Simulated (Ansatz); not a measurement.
A CCSD(T) single point on ClFS2W (`[F][W](=[S])(=[S])[Cl]`).

```yaml
crystal:
  periodic: [false, false, false]
  atoms:
    - {symbol: F, position_ang: [-0.639281, -0.365117, 1.771435]}
    - {symbol: W, position_ang: [-0.017961, -0.032290, 0.068964]}
    - {symbol: S, position_ang: [1.953392, -0.765241, -0.108556]}
    - {symbol: S, position_ang: [-1.223985, -1.059603, -1.325703]}
    - {symbol: Cl, position_ang: [-0.022165, 2.148650, -0.447540]}
basis:
  gaussian: {orbitals: def2-SVP}
correlation: {method: ccsd_t}
```

```sh
$ ansatz run in.yaml --threads 4 --pin off --events-out ev --progress --plain --max-ram 10444MiB
```

Output of Ansatz, abridged:

```
Functional definition: HF
917 factors; integrals over basis functions are off by at most 9.1e-4 eV
mean field evaluation 1: about -38634.0532 eV, gradient 5.5e1 eV
mean field evaluation 2: about -38634.2196 eV, gradient 5.5e1 eV
mean field evaluation 4: about -38641.4912 eV, gradient 6.6e0 eV
mean field evaluation 8: about -38641.6064 eV, gradient 6.8e-1 eV
mean field evaluation 16: about -38641.6099 eV, gradient 2.8e-6 eV
mean field -38641.60994432 eV, -1420.0529732298 hartree, gradient 2.8e-6 eV, S^2 0.000000; 1 other end points of the search recorded, 0 dependent functions left out
16 core orbitals not correlated: weight in the atoms' cores, before any rotation towards them, 1.000 or more for the frozen orbitals, at most 0.000 for the correlated occupied ones
reference -38641.60994432 eV, -1420.0529732298 hartree; 20, 20 occupied and 64, 64 virtual orbitals, 917 factors
second order -26.54485841 eV of doubles, -0.00000000 eV of singles
cycle   1  -23.71598127 eV  change     2.8e0 eV  update   3.0e-1
cycle   2  -25.16408077 eV  change    -1.4e0 eV  update   2.0e-1
cycle   3  -25.44740081 eV  change   -2.8e-1 eV  update   3.6e-2
cycle   4  -25.45279697 eV  change   -5.4e-3 eV  update   1.7e-2
cycle   5  -25.44528994 eV  change    7.5e-3 eV  update   4.3e-3
cycle   6  -25.44678082 eV  change   -1.5e-3 eV  update   2.0e-3
cycle   7  -25.44569456 eV  change    1.1e-3 eV  update   8.8e-4
cycle   8  -25.44523691 eV  change    4.6e-4 eV  update   3.3e-4
cycle   9  -25.44543249 eV  change   -2.0e-4 eV  update   1.4e-4
cycle  10  -25.44557098 eV  change   -1.4e-4 eV  update   6.2e-5
cycle  11  -25.44553290 eV  change    3.8e-5 eV  update   3.5e-5
cycle  12  -25.44547104 eV  change    6.2e-5 eV  update   1.9e-5
cycle  13  -25.44551210 eV  change   -4.1e-5 eV  update   9.3e-6
perturbative correction -1.35996279 eV, -0.0499777107 hartree
Total energy: -38668.41541921 eV, -1421.0380562627 hartree
```

Hardware: 4 threads of an Arm Neoverse V1 on a shared host. Wall time 8.5 s, peak host memory 0.41 GiB.

Correlation energy per correlated electron: -0.670 eV. T1 diagnostic: 0.0209.
